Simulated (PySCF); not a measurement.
Computed IR spectrum (relative IR intensity) of a molecule CH8FNOSi2. Coordinates come from a B3LYP-D3(BJ)/def2-SVP optimisation. The values are those of a single conformer. Method: B3LYP-D3(BJ)/def2-SVP (PySCF). Frequencies are harmonic and unscaled.

Lines under 2 % of the strongest are left out, and lines within 2 cm⁻¹ are merged.

```csv
ν (cm⁻¹),relative intensity
192,3.3
221,7.6
323,23
483,20
550,5.2
590,14
636,3.8
717,6.4
742,13
795,17
825,32
848,25
897,23
904,100
948,26
957,3.3
968,57
982,14
1036,17
1206,75
2208,35
2218,11
2232,46
2264,35
3022,5.8
3080,5.8
3543,9.8
3868,16
```

Task: Which structure fits?
A. O[SiH2]N[SiH2]CF
B. C[Si@H](F)N[SiH2]O
C. CN[Si@H](O)[SiH2]F
D. N[Si@](O)([SiH3])CF

Result: A, O[SiH2]N[SiH2]CF
